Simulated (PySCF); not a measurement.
**Electron correlation in Os⁺ (osmium, charge +1)**

[Xe] 4f14 5d5 6s2, high-spin 6S determinant (an excited configuration). Computed with PySCF 2.14 in aug-cc-pVDZ-PP with ECP60MDF, with a scalar-relativistic core potential. Frozen: 5s2 5p6; 7 electrons correlated.

```
  level  correlation energy (mhartree)
   CCSD                        -119.68
    (T)                          -2.95
CCSD(T)                        -122.63
```

Diagnostics: T1 = 0.011, D1 = 0.0362, largest double amplitude 0.067.

Cost of the coupled-cluster step: roughly 1.9 core-seconds, for 7 correlated electrons.

Iterations:

```
CC2 = 0
CCSD nocc = (np.int64(6), np.int64(1)), nmo = (50, 50)
frozen orbitals [[0, 1, 2, 3], [0, 1, 2, 3]]
max_cycle = 100
direct = 0
conv_tol = 1e-08
conv_tol_normt = 1e-06
diis_space = 8
diis_start_cycle = 0
Init t2, MP2 energy = -0.110107703113063
Init E_corr(UCCSD) = -0.110107703117591
cycle = 1  E_corr(UCCSD) = -0.116965594549407  dE = -0.00685789143  norm(t1,t2) = 0.0413945
cycle = 2  E_corr(UCCSD) = -0.118673324593952  dE = -0.00170773004  norm(t1,t2) = 0.0153053
cycle = 3  E_corr(UCCSD) = -0.119676015490901  dE = -0.0010026909  norm(t1,t2) = 0.00658855
cycle = 4  E_corr(UCCSD) = -0.119672900358198  dE = 3.1151327e-06  norm(t1,t2) = 0.00112959
cycle = 5  E_corr(UCCSD) = -0.11968563906606  dE = -1.27387079e-05  norm(t1,t2) = 0.000360861
cycle = 6  E_corr(UCCSD) = -0.119683882008573  dE = 1.75705749e-06  norm(t1,t2) = 0.000103837
cycle = 7  E_corr(UCCSD) = -0.11968415676676  dE = -2.74758188e-07  norm(t1,t2) = 2.82371e-05
cycle = 8  E_corr(UCCSD) = -0.119684160991791  dE = -4.22503023e-09  norm(t1,t2) = 6.83422e-06
cycle = 9  E_corr(UCCSD) = -0.119684117969681  dE = 4.30221097e-08  norm(t1,t2) = 1.88371e-06
cycle = 10  E_corr(UCCSD) = -0.119684136005391  dE = -1.803571e-08  norm(t1,t2) = 3.1006e-07
cycle = 11  E_corr(UCCSD) = -0.119684136514703  dE = -5.09311954e-10  norm(t1,t2) = 7.48583e-08
UCCSD converged
E(UCCSD) = -89.91092639505015  E_corr = -0.1196841365147029
UCCSD(T) correction = -0.00295001063031789
```
